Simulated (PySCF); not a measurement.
Ga (gallium, neutral): UHF calculation

Configuration: [Ar] 3d10 4s1 4p2, high-spin 4P determinant (an excited configuration). Calculation: PySCF 2.14, in aug-cc-pwCVDZ-PP with ECP10MDF (6s5p4d1f, 48 functions); scalar relativity through the core potential.

| Property | Result |
| --- | --- |
| Total energy | -258.169348 hartree |
| One-electron energy | -461.9887 hartree |
| Hartree (Coulomb) energy | 225.6411 hartree |
| Exchange energy | -21.8218 hartree |
| ⟨S²⟩ | 3.7525 |
| ⟨L²⟩ | 2.018 |
| Sum of ⟨r⟩ | 21.97 bohr |
| Sum of ⟨r²⟩ | 41.89 bohr² |
| Traceless quadrupole moment −½Σ⟨3z² − r²⟩ along its main axis | 4.96 e·bohr² |

```csv
shell,electrons,mean orbital energy (eV),spread (eV),"rms radius, mean of both spins (bohr)"
3s α,1,-180.99,0,0.701
3s β,1,-180.56,0,0.701
3p α,3,-126.06,0.068,0.738
3p β,3,-125.84,0.327,0.738
3d α,5,-33.246,0.271,0.892
3d β,5,-33.085,0.364,0.892
4s α,1,-15.604,0,2.58
4p α,2,-7.218,0,3.39
```

Energies and moments cover only the electrons outside the core potential.
